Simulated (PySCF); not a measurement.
Start geometry of `[N]#[Ru-]([Cl])([Cl])([Cl])[Cl]` ([RuNCl4]-) from GFN2-xTB (Å):
```
atom  x, y, z in Å
Ru1    0.0616   -0.0772    0.1610
N2    -0.0129   -0.0198    1.7855
Cl3    2.1412   -0.0045   -0.5162
Cl4    0.0977    2.2114   -0.4880
Cl5   -2.2125   -0.0191   -0.5118
Cl6   -0.0119   -2.1868   -0.4998
```

Q: What comes out of this run: PySCF 2.14.0, PBE0-D3(BJ)/def2-SVP geometry optimisation, gas phase, def2 core potentials past Kr?

A: 
```
atom  x, y, z in Å
Ru1    0.0096   -0.0161    0.1274
N2     0.0045   -0.0208    1.6916
Cl3    2.2675   -0.0192   -0.4594
Cl4    0.0166    2.2379   -0.4700
Cl5   -2.2429   -0.0112   -0.4768
Cl6    0.0077   -2.2666   -0.4822
```

The energy falls by 42.7 kJ/mol over 6 energy and gradient evaluations, the largest force component goes from 0.0747 to 2.3e-04 Eh/bohr, and the atoms move by 0.092 Å rms after alignment. The bond that changes most is Ru1–Cl3 (ends: ruthenium bonded to 4 Cl and N; chlorine bonded to Ru), which lengthens by 0.145 Å. Bonds longer at the end by more than 0.005 Å: 2 of 5; shorter: 3. Among the angles that change most is N2–Ru1–Cl3, from 110.6° to 104.8°. Rotational constants go from 1248, 1190, 753.5 to 1191, 1188, 711.3 MHz. The orientation of the end geometry is arbitrary; only internal coordinates are fixed.

The run used 117 basis functions and 49 SCF cycles in all. Hardware: an Arm Neoverse V1 with one thread, no GPU, shared host. Cost: 49 s, 0.48 GiB resident at most.

PBE0-D3(BJ)/def2-SVP frequencies: not computed here. The geometry's basis has no diffuse functions, a weakness for an anion.
